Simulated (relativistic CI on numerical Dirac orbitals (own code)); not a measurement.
**Hyperfine structure of Ca IV, mass number 43**

Computed by Dirac-Coulomb-Breit CI, KLI orbitals optimised for each configuration, model QED, valence Slater integrals scaled by 0.85, P86 correlation energy added to each configuration (own radial code, finite nucleus).

Configurations in the expansion (outside the closed core [Ne]): 3s²3p⁵, 3s3p⁶, 3s²3p⁴3d, 3s3p⁵3d, 3s²3p⁴4s, 3s²3p⁴4p, 3s²3p⁴4d, 3s²3p⁴5s, 3s²3p⁴4f, 3s²3p⁴5p, 3s²3p⁴5d, 3s²3p⁴5f, 3s²3p⁴5g, 3p⁶3d, 3s²3p³3d², 3s²3p²3d³, 3s3p³3d³, 3s²3p²3d²4s, 3s²3p²3d²4p, 3s²3p²3d²4d. Double excitations out of closed p, d and f shells are left out; levels of such configurations are missing from the list, as are those of other unlisted configurations, and high levels can miss mixing partners. These lack a partner that the ground configuration has and come out too high: 3s²3p⁴5s, 3s²3p⁴4f, 3s²3p⁴5p, 3s²3p⁴5d, 3s²3p⁴5f.

Nuclear spin I = 7/2, μ = -1.31733 μN, Q = -0.0408 b (tables of Stone and Pyykkö). The electronic factors are computed for point nuclear moments, without core polarisation; leaving it out makes A of s and p electrons in near-neutral atoms 20 to 40 % too small, and it can dominate for d and f shells.

```
         Level  E (cm⁻¹)  A (MHz)  B (MHz)
 3s²3p⁵ ²P°3/2       0.0   -401.5     77.3
 3s²3p⁵ ²P°1/2    3095.8    -2015         
   3s3p⁶ ²S1/2  170468.9    -5554         
3s²3p⁴3d ⁴D7/2  213987.0   -68.29     68.4
3s²3p⁴3d ⁴D5/2  214235.4   -183.1     23.6
3s²3p⁴3d ⁴D3/2  214537.2   -308.8    -1.55
3s²3p⁴3d ⁴D1/2  214776.6   -744.4         
3s²3p⁴3d ⁴F9/2  229058.5   -213.5      -89
```

Levels with J = 0, under 50 % of one LS term, or S terms without an open s electron are left out. Small factors come from cancelling terms and can be off by tens of per cent or more.

Correlation outside the listed configurations is missing or only estimated: errors of thousands of cm⁻¹ between configurations and terms are usual at this charge. Rates and lifetimes follow the computed energies and can be off by large factors. The fine structure of a lone outer electron comes out too small, for d and f at times inverted, and misplaced configurations move strength between like terms. 22 of the 27 excited levels that our extract of the measured tables holds in this range could be paired (the sources list more); they are missed by 11265 cm⁻¹ on average and 18029 at most, and levels without a partner can miss by more.

Problem. Give the hyperfine levels of 3s²3p⁵ ²P°1/2 relative to its centre of gravity.

Solution. With K = F(F + 1) − I(I + 1) − J(J + 1), E = AK/2: F = 3: 4533, F = 4: -3526 MHz.

LS names give the leading component of a level, which can be under half, so a name can repeat, a term be missing and a line seem to break the LS rules.
